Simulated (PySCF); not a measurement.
Structure problem from calculated spectra and properties.

Formula: CH8BNO.

| Item | Value |
| --- | --- |
| Valence photoelectron | vertical ionisation energy: 9.41 eV [ΔSCF CAM-B3LYP/def2-SVPD] |
| NMR, other nuclei | isotropic shieldings of nuclei other than C and H, by class: 98 (1 B), 213 (1 N), 297 (1 O) ppm [GIAO B3LYP/pcSseg-2] |
| UV, first state | lowest singlet excitation: 6.09 eV (204 nm, f = 0.022) [TDDFT CAM-B3LYP/def2-SVPD] |
| Couplings | largest of the computed one-bond spin–spin couplings (means over like bonds): 13C–1H +141.6 (×3), 11B–1H +122.7 (×2), 15N–1H -71.0 (×3), 17O–13C +21.6, 17O–11B -2.1, 15N–11B +0.5 Hz [B3LYP/pcJ-1, spin–dipole term left out for some pairs] |
| XPS | B1s 195.0, C1s 291.6, N1s 407.8, O1s 537.1 eV [ΔSCF SCAN, pcX-2 on the ionised atom, pcseg-1 elsewhere, spin-free X2C] |
| 13C NMR | chemical shifts (computed TMS as zero) by class: 59.7 (1 C) ppm [GIAO B3LYP/pcSseg-2] |
| Rotational structure | rotational constants A, B, C: 15.582, 4.573, 4.079 GHz [PBE0-D3(BJ)/def2-SVP] |
| 1H NMR | chemical shifts (computed TMS as zero) by class: 3.50 (3 H), 3.09 (2 H), 2.46 (3 H) ppm [GIAO B3LYP/pcSseg-2] |

Electronic properties: PySCF, gas phase, density fitting. Levels stand in brackets. Isolated species at its PBE0-D3(BJ)/def2-SVP geometry (one conformer only). Each NMR value is the plain mean over a class of atoms that symmetry, rotation or inversion makes alike.

Question: Propose a structure and show how it fits.

Answer: Numbering: `[CH3:1][O:2][BH2-:3][NH3+:4]`. The one carbon: methoxy carbon [C1] (59.7 ppm). Hydrogen classes from least to most shielded: 3 H on a methoxy carbon, C1 (3.50 ppm), 2 H on a four-coordinate boron, B3 (3.09 ppm), 3 H on a nitrogen bonded to B and 3 H, N4 (2.46 ppm, a mean of values up to 1.1 ppm apart in this geometry). The other shieldings belong to: 98 ppm, four-coordinate boron [B3]; 213 ppm, nitrogen bonded to B and 3 H [N4]; 297 ppm, boron-bound oxygen [O2]. The couplings run between: +141.6 Hz, methoxy carbon [C1] and its hydrogen (with 2 like pairs); +122.7 Hz, four-coordinate boron [B3] and its hydrogen (with 1 like pair); -71.0 Hz, nitrogen bonded to B and 3 H [N4] and its hydrogen (with 2 like pairs); +21.6 Hz, boron-bound oxygen [O2] and methoxy carbon [C1]; -2.1 Hz, boron-bound oxygen [O2] and four-coordinate boron [B3]; +0.5 Hz, nitrogen bonded to B and 3 H [N4] and four-coordinate boron [B3]. The core levels belong to: B1s 195.0 eV, four-coordinate boron [B3]; C1s 291.6 eV, methoxy carbon [C1]; N1s 407.8 eV, nitrogen bonded to B and 3 H [N4]; O1s 537.1 eV, boron-bound oxygen [O2]. The first electron is taken from the HOMO, whose largest Löwdin shares are 0.57 on the boron-bound oxygen, 0.12 on the methoxy carbon, 0.07 on the nitrogen bonded to B and 3 H and 0.07 on the four-coordinate boron. The optimised geometry has point group C1 and is an asymmetric top. Structure: `O(C)[BH2-][NH3+]`. Computed isomers that give other values at the same levels: `[NH3+][BH2-]CO` (core binding energies: B1s 194.0, C1s 290.8, N1s 407.6, O1s 538.3 eV). The assignments are read from this structure; whether some other isomer fits the data as well wasn't checked.

The values belong to the conformer `[CH3:1][O:2][BH2-:3][NH3+:4]`: C1–O2–B3–N4 85°.
